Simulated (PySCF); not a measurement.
A GIAO shielding run with PySCF (density fitting, non-relativistic, gas phase) on `C#C[C@H](C)C(=O)C[SiH3]`, C$_{6}$H$_{10}$OSi:

```
$ OMP_NUM_THREADS=1 python probes_run.py task.json out

{"job": {"kind": "nmr", "xc": "PBE0", "basis": "pcSseg-1"}, "charge": 0, "multiplicity": 1}
C     -1.248145     2.186181    -0.436315
C     -1.177868     0.990957    -0.446615
C     -1.147394    -0.456440    -0.431451
C     -1.873790    -0.999101     0.805188
C      0.265334    -1.051951    -0.517375
O      0.455288    -2.210863    -0.229477
C      1.353726    -0.140722    -0.942837
Si     2.188657     0.548058     0.642611
H     -1.300896     3.233769    -0.433915
H     -1.667178    -0.820212    -1.330425
H     -1.788258    -2.082743     0.825035
H     -1.423162    -0.596614     1.710153
H     -2.924732    -0.720954     0.784206
H      0.981142     0.674853    -1.557670
H      2.105291    -0.705130    -1.493820
H      3.233272     1.469607     0.194295
H      1.196348     1.252633     1.453338
H      2.763607    -0.565010     1.393419
```

Hardware: 1 thread of an Intel Xeon 6975P-C, shared host. The job also computes population analyses, field gradients.

(1) How large is the calculation?

(2) How long does it take, and how much memory does it need?

Results:

(1) 68 electrons, 193 basis functions and 1020 auxiliary functions.

(2) 22 s of wall time, with 15 SCF cycles and 5 response iterations; peak memory 0.86 GiB. Times on a shared host scatter by some tens of per cent.
